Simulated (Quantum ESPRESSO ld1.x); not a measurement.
Results of a calculation; reference values are marked as such.
Ce18+, configuration [Kr] 4d4 (the NIST ground configuration).

Code: ld1.x of Quantum ESPRESSO 7.5. Model: Dirac Kohn-Sham, relativistic LDA (MacDonald-Vosko exchange, VWN5 correlation), spin-unpolarised, spherical densities, point nucleus; open shells are shared between the two j in proportion to 2j + 1.

Energy parts (eV):
part                   energy
total                 -237269
kinetic                254034
electron-nucleus      -560282
Hartree                 73698
exchange-correlation    -4720

Orbitals (lengths in bohr, moments of r in powers of bohr):
1s1/2: occ. 2; eigenvalue (eV) -40433.8; <r^4> 1.802e-06; <1/r> 63.10; <r> 0.02467
2s1/2: occ. 2; eigenvalue (eV) -6852.99; <r^4> 0.0002950; <1/r> 14.89; <r> 0.1050
2p1/2: occ. 2; eigenvalue (eV) -6503.32; <r^4> 0.0001851; <1/r> 14.88; <r> 0.08813
2p3/2: occ. 4; eigenvalue (eV) -6061.05; <r^4> 0.0002303; <1/r> 13.48; <r> 0.09430
3s1/2: occ. 2; eigenvalue (eV) -1808.41; <r^4> 0.01180; <1/r> 5.399; <r> 0.2780
3p1/2: occ. 2; eigenvalue (eV) -1659.52; <r^4> 0.01090; <1/r> 5.318; <r> 0.2673
3p3/2: occ. 4; eigenvalue (eV) -1571.55; <r^4> 0.01283; <1/r> 4.970; <r> 0.2792
3d3/2: occ. 4; eigenvalue (eV) -1310.52; <r^4> 0.009635; <1/r> 4.844; <r> 0.2495
3d5/2: occ. 6; eigenvalue (eV) -1291.41; <r^4> 0.01013; <1/r> 4.755; <r> 0.2533
4s1/2: occ. 2; eigenvalue (eV) -669.243; <r^4> 0.2417; <1/r> 2.370; <r> 0.6066
4p1/2: occ. 2; eigenvalue (eV) -611.505; <r^4> 0.2640; <1/r> 2.289; <r> 0.6154
4p3/2: occ. 4; eigenvalue (eV) -589.368; <r^4> 0.3004; <1/r> 2.181; <r> 0.6365
4d3/2: occ. 1.6; eigenvalue (eV) -492.688; <r^4> 0.3547; <1/r> 2.031; <r> 0.6525
4d5/2: occ. 2.4; eigenvalue (eV) -488.302; <r^4> 0.3675; <1/r> 2.006; <r> 0.6587

The highest occupied level is 4d5/2 at -488.30 eV. For comparison, the ionisation energy in NIST's Atomic Spectra Database is 509 eV (theoretical). In exact Kohn-Sham theory the highest level is minus the ionisation energy, but local and semilocal functionals leave it too shallow, through self-interaction and a potential that decays too fast; potentials with the right tail come closer. The density falls to 0.001 e/bohr^3 at r = 1.63 bohr.

Beside tabulated values, note that spin-unpolarised runs miss the spin-polarisation part of the exchange energy of open shells.
